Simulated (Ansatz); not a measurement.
Ansatz (a quantum-chemistry and plane-wave program) input (HF/3-21G): The .json file is the Basis Set Exchange's 3-21G.

Ansatz 0.2 input:
```yaml
crystal:
  periodic: [false, false, false]
  atoms:
    - {symbol: C, position_ang: [-1.46902500, -0.48915200, -1.00461300]}
    - {symbol: Si, position_ang: [-0.00903100, 0.00510700, 0.06285600]}
    - {symbol: C, position_ang: [1.64148100, -0.30843800, -0.77051000]}
    - {symbol: N, position_ang: [0.01083400, -0.93896400, 1.55182400]}
    - {symbol: N, position_ang: [-0.14924700, 1.69443500, 0.36314200]}
    - {symbol: H, position_ang: [-1.42284000, -1.54754800, -1.26856300]}
    - {symbol: H, position_ang: [-2.41556300, -0.31798100, -0.48691000]}
    - {symbol: H, position_ang: [-1.48058000, 0.09310800, -1.92819700]}
    - {symbol: H, position_ang: [1.78414600, -1.36715700, -0.99406400]}
    - {symbol: H, position_ang: [2.46953000, 0.01316400, -0.13567800]}
    - {symbol: H, position_ang: [1.69383400, 0.25243800, -1.70616200]}
    - {symbol: H, position_ang: [-0.09499600, -1.94583100, 1.39911400]}
    - {symbol: H, position_ang: [-1.05024300, 2.07673900, 0.60793700]}
    - {symbol: H, position_ang: [0.57729900, 2.16882100, 0.87851700]}
basis:
  gaussian:
    orbitals: 3-21G.json
hamiltonian:
  xc: {name: HF}
magnetization: {spin_polarized: true, initial_magnetization: 1}
relax: {f_tol: 0.003, max_steps: 120}
```

From the output:

```
904 factors; integrals over basis functions are off by at most 8.2e-4 eV
mean field: 0.26 GiB planned
mean field -12960.09524445 eV, -476.2747155655 hartree, gradient 3.3e-5 eV, S^2 0.757093; 0 other end points of the search recorded, 0 dependent functions left out
the calculation of the forces begins
reference -12960.09524445 eV, -476.2747155655 hartree; 25, 24 occupied and 42, 43 virtual orbitals, 904 factors
relax step  60: F+E_penalty+E_count = -12960.09524445 eV  Δ(F+E_penalty+E_count) = -3.441e-6 eV  max|allowed force component| = 1.322e-3 eV/Å  Δτ_max = 0.0040 Å  (36 SCF iters, accepted)
integrals: 0.02 GiB planned
904 factors; integrals over basis functions are off by at most 8.2e-4 eV
mean field: 0.26 GiB planned
mean field evaluation 448: about -12959.7403 eV, gradient 9.2e-1 eV
mean field evaluation 480: about -12959.1952 eV, gradient 2.8e-1 eV
mean field -12960.09524445 eV, -476.2747155655 hartree, gradient 3.3e-5 eV, S^2 0.757093; 4 other end points of the search recorded, 0 dependent functions left out
the calculation of the forces begins
reference -12960.09524445 eV, -476.2747155655 hartree; 25, 24 occupied and 42, 43 virtual orbitals, 904 factors
Total energy: -12960.09524445 eV, -476.2747155655 hartree
Atom 0 at    -1.442403    -0.522021    -1.147817 Å, force     0.000512     0.000601    -0.000418 eV/Å
Atom 1 at    -0.015501    -0.108974     0.036797 Å, force    -0.000204    -0.001322     0.000431 eV/Å
Atom 2 at     1.655915    -0.269614    -0.852319 Å, force    -0.000179     0.000511    -0.000400 eV/Å
Atom 3 at    -0.031588    -1.394246     1.301867 Å, force     0.000218     0.000605     0.000038 eV/Å
Atom 4 at    -0.203789     1.521153     0.621663 Å, force     0.000547     0.000109     0.000315 eV/Å
Atom 5 at    -1.371409    -1.554819    -1.472446 Å, force     0.000051     0.000083     0.000094 eV/Å
Atom 6 at    -2.416197    -0.388199    -0.685853 Å, force     0.000114     0.000064     0.000127 eV/Å
Atom 7 at    -1.397312     0.116332    -2.025129 Å, force    -0.000338    -0.000171    -0.000050 eV/Å
Atom 8 at     1.813303    -1.295115    -1.169630 Å, force    -0.000264     0.000220     0.000302 eV/Å
Atom 9 at     2.491363     0.010550    -0.217383 Å, force    -0.000295     0.000045    -0.000198 eV/Å
Atom 10 at     1.675047     0.367401    -1.731562 Å, force     0.000286    -0.000248     0.000261 eV/Å
Atom 11 at    -0.144622    -1.163721     2.287873 Å, force    -0.000009    -0.000272    -0.000028 eV/Å
Atom 12 at    -1.092512     1.967283     0.733351 Å, force     0.000009     0.000136    -0.000276 eV/Å
Atom 13 at     0.565304     2.102731     0.889281 Å, force    -0.000446    -0.000360    -0.000198 eV/Å
Dipole moment:    -0.055509     0.524601     0.133821 e Å
```

The geometry given is a B3LYP-D3(BJ)/def2-TZVP minimum.
